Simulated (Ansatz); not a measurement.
Abridged output of a molecular run in Ansatz:

```
Functional definition: HF
1655 factors; integrals over basis functions are off by at most 4.7e-4 eV
mean field evaluation 1: about -93819.6012 eV, gradient 6.6e1 eV
mean field evaluation 2: about -93819.6371 eV, gradient 6.6e1 eV
mean field evaluation 4: about -93827.6927 eV, gradient 3.5e0 eV
mean field evaluation 8: about -93827.7432 eV, gradient 3.8e-1 eV
mean field -93827.74348972 eV, -3448.1059745186 hartree, gradient 2.0e-6 eV, S^2 0.000000; 0 other end points of the search recorded, 0 dependent functions left out
27 core orbitals not correlated: weight in the atoms' cores, before any rotation towards them, 1.000 or more for the frozen orbitals, at most 0.000 for the correlated occupied ones
reference -93827.74348972 eV, -3448.1059745186 hartree; 39, 39 occupied and 114, 114 virtual orbitals, 1655 factors
second order -50.68285331 eV of doubles, -0.00000000 eV of singles
cycle   1  -49.69809909 eV  change    9.8e-1 eV  update   1.7e-1
cycle   2  -50.74332500 eV  change    -1.0e0 eV  update   4.7e-2
cycle   3  -50.99714805 eV  change   -2.5e-1 eV  update   2.4e-2
cycle   4  -50.98190905 eV  change    1.5e-2 eV  update   5.0e-3
cycle   5  -50.97171569 eV  change    1.0e-2 eV  update   2.2e-3
cycle   6  -50.97291495 eV  change   -1.2e-3 eV  update   6.4e-4
cycle   7  -50.97301905 eV  change   -1.0e-4 eV  update   2.2e-4
cycle   8  -50.97277018 eV  change    2.5e-4 eV  update   6.5e-5
cycle   9  -50.97273608 eV  change    3.4e-5 eV  update   2.5e-5
perturbative correction -0.89933762 eV, -0.0330500480 hartree
Total energy: -93879.61556343 eV, -3450.0122380671 hartree
```

Its atoms:

Z-matrix (Å, degrees):
```
Si
F 1 1.570
F 1 1.573 2 108.9
F 1 1.574 2 108.9 3 117.9
Ge 1 2.393 2 111.6 3 -121.1
Si 5 2.393 1 122.4 2 -179.2
F 5 1.730 1 107.0 2 56.9
F 5 1.730 1 107.0 2 -55.3
F 6 1.570 5 111.6 1 -179.5
F 6 1.573 5 109.6 1 59.8
F 6 1.574 5 109.5 1 -58.8
```

(1) Which basis set was used?
A. cc-pV(T+d)Z
B. def2-QZVPP
C. def2-SVPD
D. def2-SVP

(2) Write the keys of the input that set method, charge and spin (a neutral closed shell needs none for the last two).

## Answers

(1) D. It gives 180 functions.

(2) 
```yaml
correlation: {method: ccsd_t}
```
